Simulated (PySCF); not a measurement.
GeTe, charge +1, doublet, at a GFN2-xTB geometry (a state made from the parent by changing its charge; the spin is typed, not shown lowest) (core potentials on Te). Base run: B3LYP/def2-SVP (PySCF).

Input for PySCF:
```python
from pyscf import gto, scf, dft, solvent

mol = gto.M(
    atom='''
Ge   -0.00000000   -0.00000000   -1.55418181
Te    0.00000000    0.00000000    0.95641957
''',
    basis='def2-svp',
    ecp={'Te': 'def2-svp'},
    charge=1,
    spin=1,
    verbose=4,
)

mf = dft.UKS(mol)
mf.xc = 'b3lyp'
mf.kernel()
```

Each row names what was changed in the base input (with any setting that the change needs).

| change | ΔE vs base (kJ/mol) |
|---|---|
| base | 0.00 |
| model = IEF-PCM; solvent = acetonitrile; vdw_scale = 1.4 | -201.7 |
| model = IEF-PCM; solvent = methanol | -236.1 |
| model = IEF-PCM; solvent = chloroform | -191.0 |
| model = IEF-PCM; solvent = acetonitrile | -236.7 |
| model = C-PCM; solvent = acetonitrile | -236.9 |
| model = IEF-PCM; solvent = acetonitrile; r_probe = 0.5 | -196.4 |
| model = IEF-PCM; solvent = acetonitrile; lebedev_order = 41 | -236.8 |
| model = ddCOSMO; solvent = acetonitrile | -253.2 |
| model = IEF-PCM; solvent = acetonitrile; vdw_scale = 1.0 | -299.2 |
| model = IEF-PCM; solvent = n-hexane | -113.0 |
| model = COSMO; solvent = acetonitrile | -233.6 |

The base is the gas phase, so ΔE is the electrostatic part of solvation at a fixed geometry, without cavity and dispersion terms.

Open shells are given as the SCF converged; they aren't shown to be the lowest states, and a large step between rows can be another state.
